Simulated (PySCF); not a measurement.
A calculated (LDA, PySCF 2.14, x2c-TZVPPall, scalar relativity by spin-free X2C-1e) atom or ion has these occupied shells.

| shell | electrons | orbital energy (eV) | rms radius, mean of both spins (bohr) |
| --- | --- | --- | --- |
| 1s α | 1 | -12493.3 | 0.0508 |
| 1s β | 1 | -12493.1 | 0.0508 |
| 2s α | 1 | -1627.6 | 0.213 |
| 2s β | 1 | -1627.5 | 0.213 |
| 2p α | 3 | -1436.4 | 0.189 |
| 2p β | 3 | -1436.3 | 0.189 |
| 3s α | 1 | -235.46 | 0.617 |
| 3s β | 1 | -235.27 | 0.617 |
| 3p α | 3 | -175.60 | 0.639 |
| 3p β | 3 | -175.38 | 0.639 |
| 3d α | 5 | -76.385 | 0.702 |
| 3d β | 5 | -76.087 | 0.702 |
| 4s α | 1 | -38.585 | 1.80 |
| 4s β | 1 | -36.770 | 1.80 |
| 4p α | 2 | -26.319 | 2.11 |

Question: Name the element and its charge.

Answer: Se(2+) (selenium, charge +2), in [Ar] 3d10 4s2 4p2, high-spin 3P determinant.
